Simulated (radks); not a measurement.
Fractional charge and spin in the 3p shell of titanium: the spin-up occupation runs from 2 to 3 and the spin-down occupation from 2 to 3; the fullest corner is Ti3+, [Ne] 3s2 3d(up 0.5, down 0.5) 3p(up 3, down 3). Calculated with a radial shooting solver on a logarithmic mesh with Libxc functionals: non-relativistic Kohn-Sham, r2SCAN, spin-polarised, spherical densities, point nucleus; meta-GGA in the generalised Kohn-Sham scheme. Energy (eV) minus the two flat planes that join the four corners (they meet along the diagonal where the two added fractions sum to one electron); zero is where a piecewise linear energy would lie.

\begin{tabular}{lrrr}
down \ up & 2 & 2.5 & 3 \\ \hline
2 & 0.000 & -2.426 & 0.000 \\
2.5 & -2.426 & 0.507 & -2.272 \\
3 & 0.000 & -2.272 & 0.000 \\
\end{tabular}

Corners above the fullest one (they belong to Ti4+ and the next ion): (up 3, down 2) 80.859 eV, (up 2, down 3) 80.859 eV, (up 2, down 2) 182.55 eV. With half an added electron in each spin the energy lies 0.507 eV from the planes, and with half an added electron in spin up alone -2.426 eV. The planes are only a guide here: the flat-plane condition holds for ground states with one frontier orbital, while this shell lies below other occupied shells, so the corners above the fullest one are inner-hole states and not the ground states of those ions.
